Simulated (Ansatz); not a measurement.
The same ligand exchange along the group Mg, Zn, Cd.

Gas-phase electronic energies from Ansatz, PBE0-D4/def2-TZVP geometries. CBS: MP2 limit from def2 TZ/QZ plus the TZ coupled-cluster correction, frozen cores. This one scheme is used for every species. Elements past krypton have def2 core potentials. For Cd, Mg, Zn outer-core shells are correlated without core-valence functions, which leaves a few kJ/mol of doubt a bond. Scalar relativity is left out up to krypton. One conformer a species, not always the lowest.

Q: Order these by ΔE at CCSD(T)/CBS, lowest first. (An estimate is asked.)
A. `[OH][Zn][SH]` + H₂S → `[SH][Zn][SH]` + H₂O
B. `[OH][Mg][SH]` + H₂S → `[SH][Mg][SH]` + H₂O
C. `[OH][Cd][SH]` + H₂S → `[SH][Cd][SH]` + H₂O

A: C (-88.7 kJ/mol), A (-60.4 kJ/mol), B (-14.6 kJ/mol).

Largest T1 diagnostic: 0.016, for `[OH][Zn][SH]`.
